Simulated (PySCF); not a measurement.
C6H14O, charge -1, doublet, at the geometry of the source list (a state made from the parent by changing its charge; the spin is typed, not shown lowest) (in this run its highest filled SCF level lies above zero, so its values depend strongly on the basis, on diffuse functions most of all); CAMB3LYP/STO-3G in PySCF.

The PySCF input:
```python
from pyscf import gto, scf, dft

mol = gto.M(
    atom='''
C    -2.320300    0.600200   -0.728500
C    -1.142600    0.379500    0.220300
C    -1.481400   -0.712200    1.229700
C     0.115100    0.034700   -0.585700
C     1.416900    0.050600    0.224200
C     2.627200    0.228800   -0.695200
O     1.512300   -1.164800    0.942000
H    -3.215800    0.860200   -0.167800
H    -2.524000   -0.305300   -1.296800
H    -2.110500    1.406000   -1.429600
H    -0.958400    1.314600    0.763100
H    -2.362800   -0.437600    1.808400
H    -1.684200   -1.650700    0.715500
H    -0.651200   -0.875500    1.910700
H     0.214700    0.754800   -1.400400
H     0.004300   -0.960300   -1.020200
H     1.389000    0.893100    0.937700
H     2.581800    1.187900   -1.204000
H     3.552400    0.189100   -0.120200
H     2.648500   -0.565500   -1.438700
H     2.389100   -1.227800    1.335300
''',
    basis='sto-3g',
    charge=-1,
    spin=1,
    verbose=4,
    symmetry=True,
)

mf = dft.UKS(mol)
mf.xc = 'camb3lyp'
mf.kernel()
mf.analyze()
```

**Question.** Write the output that PySCF gives for this input, abridged.

**Answer.** 
```
PySCF version 2.14.0

[INPUT] verbose = 4
[INPUT] num. atoms = 21
[INPUT] num. electrons = 59
[INPUT] charge = -1
[INPUT] spin (= nelec alpha-beta = 2S) = 1
[INPUT] symmetry True subgroup None
[INPUT] Mole.unit = angstrom
[INPUT] Symbol           X                Y                Z      unit          X                Y                Z       unit  Magmom
[...]
nuclear repulsion = 334.23469314263
point group symmetry = C1
symmetry origin: [0. 0. 0.]
symmetry axis x: [1. 0. 0.]
symmetry axis y: [0. 1. 0.]
symmetry axis z: [0. 0. 1.]
num. orbitals of irrep A = 49
number of shells = 35
number of NR pGTOs = 147
number of NR cGTOs = 49
basis = sto-3g
ecp = {}

******** <class 'pyscf.dft.uks.UKS'> ********
method = UKS
initial guess = minao
damping factor = 0
level_shift factor = 0
DIIS = <class 'pyscf.scf.diis.CDIIS'>
diis_start_cycle = 1
diis_space = 8
diis_damp = 0
SCF conv_tol = 1e-09
SCF conv_tol_grad = None
SCF max_cycles = 50
direct_scf = True
direct_scf_tol = 1e-13
number electrons alpha = 30  beta = 29
XC library pyscf.dft.libxc version 7.1.2
    S. Lehtola, C. Steigemann, M. J. T. Oliveira, and M. A. L. Marques,  SoftwareX 7, 1–5 (2018)
XC functionals = camb3lyp
    T. Yanai, D. P. Tew, and N. C. Handy,  Chem. Phys. Lett. 393, 51 (2004)
radial grids:
    Treutler-Ahlrichs [JCP 102, 346 (1995); DOI:10.1063/1.469408] (M4) radial grids

becke partition: Becke, JCP 88, 2547 (1988); DOI:10.1063/1.454033
pruning grids: <function nwchem_prune>
grids dens level: 3
symmetrized grids: True
atomic radii adjust function: <function treutler_atomic_radii_adjust>
small_rho_cutoff = 0
Set gradient conv threshold to 3.16228e-05
tot grids = 236104
init E= -308.987427506171

cycle= 1 E= -307.627284175824  delta_E= 1.36  |g|= 0.452  |ddm|= 4.18
cycle= 2 E= -307.685716470064  delta_E= -0.0584  |g|= 0.387  |ddm|= 2.33
cycle= 3 E= -307.789935571197  delta_E= -0.104  |g|= 0.056  |ddm|= 1.27
cycle= 4 E= -307.792467866148  delta_E= -0.00253  |g|= 0.0207  |ddm|= 0.225
cycle= 5 E= -307.792946840919  delta_E= -0.000479  |g|= 0.0058  |ddm|= 0.0914
cycle= 6 E= -307.793038739136  delta_E= -9.19e-05  |g|= 0.00318  |ddm|= 0.0482
cycle= 7 E= -307.793083252485  delta_E= -4.45e-05  |g|= 0.00143  |ddm|= 0.0428
cycle= 8 E= -307.793099163424  delta_E= -1.59e-05  |g|= 0.000706  |ddm|= 0.029
cycle= 9 E= -307.793104771253  delta_E= -5.61e-06  |g|= 0.000332  |ddm|= 0.0209
cycle= 10 E= -307.793105909873  delta_E= -1.14e-06  |g|= 0.000191  |ddm|= 0.00923
cycle= 11 E= -307.793106303237  delta_E= -3.93e-07  |g|= 0.000126  |ddm|= 0.00501
cycle= 12 E= -307.793106579351  delta_E= -2.76e-07  |g|= 9.53e-05  |ddm|= 0.00484
cycle= 13 E= -307.793106802178  delta_E= -2.23e-07  |g|= 8.34e-05  |ddm|= 0.00476
cycle= 14 E= -307.793106944556  delta_E= -1.42e-07  |g|= 7.63e-05  |ddm|= 0.00336
cycle= 15 E= -307.793107185625  delta_E= -2.41e-07  |g|= 6.86e-05  |ddm|= 0.0063
cycle= 16 E= -307.79310752443  delta_E= -3.39e-07  |g|= 5.26e-05  |ddm|= 0.011
cycle= 17 E= -307.793107824478  delta_E= -3e-07  |g|= 2.77e-05  |ddm|= 0.0166
cycle= 18 E= -307.79310787685  delta_E= -5.24e-08  |g|= 1.61e-05  |ddm|= 0.00706
cycle= 19 E= -307.79310788417  delta_E= -7.32e-09  |g|= 5.54e-06  |ddm|= 0.00299
cycle= 20 E= -307.793107884822  delta_E= -6.52e-10  |g|= 3.99e-06  |ddm|= 0.0008
Extra cycle  E= -307.793107884849  delta_E= -2.73e-11  |g|= 1.96e-06  |ddm|= 2.58e-05
converged SCF energy = -307.793107884849  <S^2> = 0.75255505  2S+1 = 2.0025534
**** SCF Summaries ****
Total Energy =                        -307.793107884849405
Nuclear Repulsion Energy =             334.234693142630363
One-electron Energy =                -1093.894735883062367
Two-electron Energy =                  451.866934855582599
Two-electron Coulomb Energy =          498.750432520299057
DFT Exchange-Correlation Energy =      -46.883497664716472
**** MO energy ****
                             alpha | beta                alpha | beta
[...]
To work with the spin densities directly, `use mulliken_meta_spin()` only printing them here.

[...]
spin_pop of  1 C 1s       -0.00000
spin_pop of  1 C 2s        0.00217
spin_pop of  1 C 2px      -0.00018
spin_pop of  1 C 2py       0.01637
spin_pop of  1 C 2pz       0.00912
spin_pop of  2 C 1s        0.00000
spin_pop of  2 C 2s        0.01238
spin_pop of  2 C 2px       0.00394
spin_pop of  2 C 2py       0.01805
spin_pop of  2 C 2pz       0.00018
spin_pop of  3 C 1s       -0.00000
spin_pop of  3 C 2s       -0.00463
spin_pop of  3 C 2px      -0.00336
spin_pop of  3 C 2py       0.03725
spin_pop of  3 C 2pz       0.00602
spin_pop of  4 C 1s       -0.00001
spin_pop of  4 C 2s        0.00481
spin_pop of  4 C 2px       0.00556
spin_pop of  4 C 2py       0.17930
spin_pop of  4 C 2pz       0.06109
spin_pop of  5 C 1s       -0.00000
spin_pop of  5 C 2s       -0.00051
spin_pop of  5 C 2px       0.01285
spin_pop of  5 C 2py       0.03268
spin_pop of  5 C 2pz       0.01892
spin_pop of  6 O 1s        0.00003
spin_pop of  6 O 2s        0.08344
spin_pop of  6 O 2px       0.03496
spin_pop of  6 O 2py       0.09192
spin_pop of  6 O 2pz       0.00051
spin_pop of  7 H 1s       -0.00019
spin_pop of  8 H 1s        0.00117
spin_pop of  9 H 1s        0.01352
spin_pop of  10 H 1s        0.01373
spin_pop of  11 H 1s        0.00098
spin_pop of  12 H 1s        0.00033
spin_pop of  13 H 1s        0.00102
spin_pop of  14 H 1s        0.11418
spin_pop of  15 H 1s        0.03901
spin_pop of  16 H 1s        0.00896
spin_pop of  17 H 1s        0.06018
spin_pop of  18 H 1s       -0.00150
spin_pop of  19 H 1s        0.00515
spin_pop of  20 H 1s        0.10427
 ** Mulliken Spin Density (per atom)  **
spin density of  0 C =      0.01633
spin density of  1 C =      0.02748
spin density of  2 C =      0.03455
spin density of  3 C =      0.03528
spin density of  4 C =      0.25075
spin density of  5 C =      0.06394
spin density of  6 O =      0.21086
spin density of  7 H =     -0.00019
spin density of  8 H =      0.00117
spin density of  9 H =      0.01352
spin density of  10 H =      0.01373
spin density of  11 H =      0.00098
spin density of  12 H =      0.00033
spin density of  13 H =      0.00102
spin density of  14 H =      0.11418
spin density of  15 H =      0.03901
spin density of  16 H =      0.00896
spin density of  17 H =      0.06018
spin density of  18 H =     -0.00150
spin density of  19 H =      0.00515
spin density of  20 H =      0.10427
 ** Mulliken pop alpha/beta on meta-lowdin orthogonal AOs **
 ** Mulliken pop       alpha | beta **
In total            30.00000 | 29.00000
 ** Mulliken atomic charges   ( Nelec_alpha | Nelec_beta ) **
charge of  0C =     -0.15085  (     3.08359      3.06726 )
charge of  1C =     -0.01219  (     3.01984      2.99236 )
charge of  2C =     -0.15888  (     3.09671      3.06216 )
charge of  3C =     -0.09865  (     3.06696      3.03169 )
charge of  4C =     -0.01807  (     3.13441      2.88366 )
charge of  5C =     -0.18014  (     3.12204      3.05810 )
charge of  6O =     -0.32951  (     4.27019      4.05933 )
charge of  7H =      0.01597  (     0.49192      0.49211 )
charge of  8H =      0.02548  (     0.48785      0.48668 )
charge of  9H =      0.01906  (     0.49723      0.48371 )
charge of  10H =      0.00517  (     0.50428      0.49055 )
charge of  11H =      0.00879  (     0.49609      0.49511 )
charge of  12H =      0.02462  (     0.48785      0.48752 )
charge of  13H =      0.05118  (     0.47492      0.47390 )
charge of  14H =     -0.06770  (     0.59094      0.47676 )
charge of  15H =     -0.02012  (     0.52956      0.49055 )
charge of  16H =     -0.05880  (     0.53388      0.52492 )
charge of  17H =     -0.03510  (     0.54764      0.48746 )
charge of  18H =     -0.00252  (     0.50051      0.50201 )
charge of  19H =      0.00152  (     0.50181      0.49666 )
charge of  20H =     -0.01927  (     0.56177      0.45750 )

WARN: System has nonzero charge -1; the dipole moment is origin-dependent.
Location of origin: [0. 0. 0.]

Dipole moment(X, Y, Z, Debye): -3.88221,  1.04525, -0.32030
```
